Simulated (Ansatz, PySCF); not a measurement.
This Ansatz (a program for electronic structure) input computes a B3LYP/def2-TZVPD energy:

Ansatz 0.2 input:
```yaml
crystal:
  periodic: [false, false, false]
  atoms:
    - {symbol: Be, position_ang: [-0.00000000, -0.00000000, -0.95051621]}
    - {symbol: F, position_ang: [0.00000000, 0.00000000, 0.42245165]}
basis:
  gaussian:
    orbitals: def2-TZVPD
hamiltonian:
  xc: {name: B3LYP}
magnetization: {spin_polarized: true, initial_magnetization: 1}
output: {forces: true}
```

Question: Write an input for the same energy in PySCF and say what it gives.

Answer: 
```python
from pyscf import gto, scf, dft

mol = gto.M(
    atom='''
    Be   -0.00000000   -0.00000000   -0.95051621
    F     0.00000000    0.00000000    0.42245165
    ''',
    basis='def2-tzvpd',
    charge=0,
    spin=1,
    symmetry='C2v',
    verbose=4,
)

mf = dft.UKS(mol, xc='b3lyp').density_fit(auxbasis='def2-universal-jkfit')
mf.grids.level = 3
mf.conv_tol = 1e-9
mf.max_cycle = 100
mf.max_memory = 1500
mf.kernel()
if not mf.converged:
    mf = mf.newton()
    mf.kernel(mf.make_rdm1())
mf.analyze()
```
It gives -114.66296 Eh, and Ansatz -114.66295 Eh, a difference of 0.01 mEh.
